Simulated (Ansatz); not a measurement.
Born–Oppenheimer molecular dynamics of C2H7AlBNSi (13 atoms, charge 0, multiplicity 1). It starts from a relaxed structure.

Theory: Ansatz 0.2.0, RKS B3LYP-D4/STO-3G.

* ensemble: NVT, Langevin thermostat
* time step: 2 fs
* steps asked: 120
* set temperature: 200 K
* friction: 0.02 /fs
* seed: 593614

First frame:

```xyz
13
Properties=species:S:1:pos:R:3
C -2.230 -0.426 0.945
C -1.082 -0.549 0.600
N 0.262 -0.722 0.211
Al 1.035 -2.325 0.561
B 0.944 0.338 -0.442
Si 0.093 2.064 -0.855
H -3.256 -0.309 1.251
H 0.167 -3.353 1.209
H 2.467 -2.455 0.159
H 2.061 0.109 -0.726
H 0.996 2.983 -1.510
H -1.048 1.891 -1.729
H -0.389 2.720 0.341
```

Q: How far do the bonds stretch over the last three quarters of this one trajectory? (Pairs bonded in most of those frames.)

A: 
| bond | mean (Å) | spread (Å) | shortest | longest |
| --- | --- | --- | --- | --- |
| C1–C2 | 1.207 | 0.010 | 1.19 | 1.23 |
| C1–H7 | 1.080 | 0.019 | 1.05 | 1.11 |
| C2–N3 | 1.412 | 0.018 | 1.37 | 1.44 |
| N3–Al4 | 1.824 | 0.038 | 1.76 | 1.89 |
| N3–B5 | 1.421 | 0.019 | 1.38 | 1.47 |
| Al4–H8 | 1.498 | 0.033 | 1.44 | 1.57 |
| Al4–H9 | 1.496 | 0.025 | 1.45 | 1.54 |
| B5–Si6 | 1.968 | 0.026 | 1.91 | 2.01 |
| B5–H10 | 1.176 | 0.019 | 1.14 | 1.22 |
| Si6–H11 | 1.446 | 0.013 | 1.41 | 1.48 |
| Si6–H12 | 1.451 | 0.025 | 1.41 | 1.52 |
| Si6–H13 | 1.448 | 0.021 | 1.41 | 1.49 |

Mean temperature of the second half: 177 K. The mean temperature of the second half is 11 % below the set value. A step of 2 fs is long for free X–H stretches (periods near 10 fs) and can bias their spread and the temperature. A run of 0.24 ps of so small a system gives no equilibrium averages. Limits of this set-up: minimal basis.

The run took 4.3 min on 1 thread of Arm Neoverse V2 (shared host), peak memory 0.22 GiB.
